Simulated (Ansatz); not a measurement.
`C[SiH](Cl)[SiH2]F` → `C[SiH]Cl`• + `F[SiH2]`• at 700 K and 1 bar (homolysis of the Si–Si bond).

Isolated molecules relaxed with PBE0-D4/def2-TZVP in Ansatz; ΔE leaves out vibrations. CBS: MP2 limit from def2 TZ/QZ plus the TZ coupled-cluster correction, frozen cores. This one scheme is used for every species. No spin–orbit coupling; open shells (•) take unrestricted orbitals. One conformer a species, not always the lowest.

```
            species  CCSD(T)/CBS energy (Eh)  H − E (kJ/mol)  S (J/(mol·K))
`C[SiH](Cl)[SiH2]F`              -1179.51308           266.0          516.2
        `C[SiH]Cl`•               -789.31985           173.0          379.4
         `F[SiH2]`•               -390.06414            78.8          295.7
```

H − E and S are ideal-gas, rigid-rotor, harmonic terms from PBE0-D4/def2-TZVP, for one conformer and one mirror image of each species, with the whole ground term of open shells counted as degenerate. 1 Eh = 2625.50 kJ/mol, R = 8.31446 J/(mol·K).

Q: By hand: ΔE, ΔH, ΔS and ΔG.

A: ΔE = (-789.31985) + (-390.06414) − (-1179.51308) = 0.12909 Eh = 338.9 kJ/mol. Δ(H − E) = 173.0 + 78.8 − 266.0 = -14.2, so ΔH = 324.7 kJ/mol. ΔS = 379.4 + 295.7 − 516.2 = 158.9 J/(mol·K). ΔG = 324.7 − 700 × (158.9)/1000 = 213.5 kJ/mol.

Q: By hand: the equilibrium constant, and the temperature at which ΔG would vanish if ΔH and ΔS stayed fixed.

A: log₁₀ K = −ΔG/(RT ln 10) = -15.9. ΔG = 0 at ΔH/ΔS = 2043 K.

The number of gas molecules changes by +1, which sets the sign of ΔS. A doubt of 5 kJ/mol in ΔE shifts log₁₀ K by 0.4 here. Other conformers and mirror images would add mixing entropy, several J/(mol·K) or more a flexible species. Modes under 60 cm⁻¹, often nearly free rotors, make the harmonic entropy too high. These are equilibria of isolated gas molecules and say nothing of rates. Largest T1 diagnostic: 0.014 (customary marks: 0.02 for closed shells, 0.045 for open ones).
